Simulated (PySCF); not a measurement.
C2H5BN2.
Bonds: C1–C2 (triple), C2–B3, B3–N4, B3–N5. Hydrogens: H6 on C1; H7, H8 on N4; H9, H10 on N5.

Method used: PySCF, PBE0-D3(BJ)/def2-SVP geometry optimisation, gas phase.

(1) What internal coordinates does the optimisation give?

## Answers

(1) 
```tsv
bond	length (bohr)	order
C1≡C2	2.300	triple
C2–B3	2.934	single
B3–N4, B3–N5	2.670	single
C1–H6	2.032	single
N4–H7 and 3 like bonds	1.907	single
```

Bonds in one row agree within 0.02 bohr and their mean is given. Orders are formal, as drawn. A selection of angles:
```tsv
angle	degrees
C2–C1–H6	180.0
C1–C2–B3	179.9
C2–B3–N4	118.4
N4–B3–N5	123.1
B3–N4–H7	124.1
B3–N4–H8	121.7
H7–N4–H8	114.2
```

The 5 heavy atoms lie in one plane (0.000 Å rms). B3 (three-coordinate boron) is planar (angles 123.1°, 118.4° and 118.4°, sum 360.0°, 0.00 Å off the plane of its three neighbours). N4 (boron-bound nitrogen) is planar (angles 124.1°, 121.7° and 114.2°, sum 360.0°, 0.00 Å off the plane of its three neighbours).

Point group: C2v (tolerance 0.08 Å). No PBE0-D3(BJ)/def2-SVP frequencies stand behind this structure, so it isn't proved a minimum.

Conformer computed: `[CH:1]#[C:2][B:3]([NH2:4])[NH2:5]`: H–N4–B3–C2 180°, H–N4–B3–C2 0°, H–N5–B3–C2 0°, H–N5–B3–C2 179°.
